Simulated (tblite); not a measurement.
Compound: C2H11AsOSi2 (charge +1 and doublet state).
Atom-mapped SMILES: `[CH3:1][O:2][Si@@H:3]([AsH2+:4])[CH2:5][SiH3:6]` (hydrogens: H7, H8, H9 on C1; H10 on Si3; H11, H12 on As4; H13, H14 on C5; H15, H16, H17 on Si6)

Computed with GFN2-xTB (tblite), gas phase: L-BFGS steps from a force-field or distance-geometry start until the largest atomic force falls under 0.01 eV/Å.

The end geometry, which sets the zero of energy:
```
atom  x, y, z in Å
C1      2.2668   -1.3293   -0.1511
O2      1.6410   -0.0628   -0.2000
Si3     0.4023    0.6584    0.4909
As4     0.8559    2.8945   -0.4351
C5     -1.2880    0.3594   -0.3037
Si6    -2.0461   -1.4139    0.0150
H7      3.1271   -1.2969   -0.8176
H8      1.5719   -2.0991   -0.4849
H9      2.5969   -1.5513    0.8624
H10     0.4569    0.7077    1.9545
H11    -0.5587    3.2912   -0.7182
H12     0.7706    3.5793    0.8906
H13    -1.2133    0.4852   -1.3865
H14    -2.0072    1.0968    0.0527
H15    -2.1453   -1.5680    1.4629
H16    -3.3308   -1.3671   -0.6765
H17    -1.1070   -2.3720   -0.5654
```

Problem. These geometries come from the run, each turned onto the end geometry. Order them by energy, lowest first.
A.
```
atom  x, y, z in Å
C1      2.3037   -1.2905   -0.1872
O2      1.6534   -0.0381   -0.2476
Si3     0.3882    0.6415    0.4379
As4     0.8557    2.9215   -0.3573
C5     -1.2729    0.3096   -0.4034
Si6    -2.0990   -1.3990    0.0794
H7      3.1491   -1.2603   -0.8713
H8      1.6192   -2.0805   -0.4935
H9      2.6557   -1.4794    0.8259
H10     0.4040    0.6531    1.9037
H11    -0.5617    3.3545   -0.5673
H12     0.8138    3.4999    1.0216
H13    -1.1335    0.3160   -1.4882
H14    -1.9886    1.0969   -0.1661
H15    -2.2462   -1.4078    1.5319
H16    -3.3585   -1.3742   -0.6574
H17    -1.1895   -2.4512   -0.3711
```
B.
```
atom  x, y, z in Å
C1      2.6490   -1.0159   -0.2934
O2      1.6522   -0.0758   -0.6845
Si3     0.2812    0.4074   -0.0245
As4     0.1866    2.8949    0.1617
C5     -1.3467    0.0255   -0.9385
Si6    -2.4922   -1.0133    0.2467
H7      3.4979   -0.8803   -0.9619
H8      2.2505   -2.0279   -0.3936
H9      2.9488   -0.8403    0.7429
H10     0.3426    0.1365    1.4302
H11    -0.3554    2.6960    1.5489
H12     1.5691    2.9958    0.6926
H13    -1.1297   -0.5217   -1.8549
H14    -1.9037    0.9184   -1.2323
H15    -3.0869   -0.0091    1.1257
H16    -3.4300   -1.7539   -0.5857
H17    -1.6402   -1.9242    1.0105
```
C.
```
atom  x, y, z in Å
C1      2.7068   -0.9355   -0.3288
O2      1.6715    0.0262   -0.3697
Si3     0.2761    0.3687    0.3176
As4     0.4396    2.8054   -0.1951
C5     -1.2721   -0.0686   -0.6828
Si6    -2.6341   -1.1458    0.2167
H7      3.4277   -0.6796   -1.1044
H8      2.3042   -1.9303   -0.5156
H9      3.1958   -0.9247    0.6435
H10     0.2564    0.1850    1.7745
H11    -0.4919    3.1716    0.9184
H12     1.6074    2.9780    0.7206
H13    -0.9617   -0.5868   -1.5921
H14    -1.7807    0.8426   -1.0031
H15    -3.2763   -0.2705    1.1952
H16    -3.5308   -1.5592   -0.8603
H17    -1.9450   -2.2643    0.8553
```
D.
```
atom  x, y, z in Å
C1      2.5635   -0.9911   -0.2731
O2      1.6457   -0.0744   -0.8788
Si3     0.3002    0.3655   -0.1220
As4     0.1475    2.8683    0.2080
C5     -1.3566    0.0182   -0.9908
Si6    -2.4239   -0.9908    0.2712
H7      3.5023   -0.9686   -0.8228
H8      2.1358   -1.9969   -0.3052
H9      2.7453   -0.7248    0.7751
H10     0.4178   -0.2243    1.2355
H11    -0.2989    2.7494    1.6300
H12     1.4970    3.1437    0.7402
H13    -1.2026   -0.5165   -1.9271
H14    -1.8430    0.9575   -1.2469
H15    -2.9952    0.0373    1.1439
H16    -3.3391   -1.8141   -0.5056
H17    -1.5028   -1.8264    1.0583
```
E.
```
atom  x, y, z in Å
C1      2.4181   -1.2551   -0.2186
O2      1.6769   -0.0514   -0.2739
Si3     0.3795    0.5843    0.3927
As4     0.7760    2.9269   -0.3179
C5     -1.2591    0.2386   -0.4830
Si6    -2.2299   -1.3477    0.1181
H7      3.2404   -1.1747   -0.9286
H8      1.7846   -2.0967   -0.4974
H9      2.8131   -1.4105    0.7845
H10     0.3972    0.5907    1.8579
H11    -0.6591    3.3656   -0.3115
H12     0.9200    3.4356    1.0837
H13    -1.0764    0.1092   -1.5520
H14    -1.9365    1.0861   -0.3764
H15    -2.4745   -1.1660    1.5448
H16    -3.4402   -1.3449   -0.6990
H17    -1.3371   -2.4777   -0.1334
```

Solution. A (0.007 eV), E (0.020 eV), C (0.084 eV), B (0.280 eV), D (0.482 eV).

In the order of the answer:

```
step  E above end (eV)  largest force (eV/Å)  rms force component (eV/Å)  rms distance from end (Å)  rms bond change (Å)  bond most changed (Å)
 120             0.007                  0.06                       0.018                      0.133                0.001          C5–Si6 +0.004
 107             0.020                  0.06                       0.021                      0.301                0.005         Si3–As4 +0.017
  63             0.084                  0.06                       0.019                      0.970                0.008         Si3–As4 +0.033
  18             0.280                  0.30                       0.090                      1.103                0.011         Si3–As4 +0.034
   9             0.482                  0.47                       0.142                      1.141                0.020         Si3–As4 +0.067
```

What follows is the cost of the whole relaxation. On one thread, Arm Neoverse V2 (aarch64), no GPU (shared host), this took 1.2 s wall.
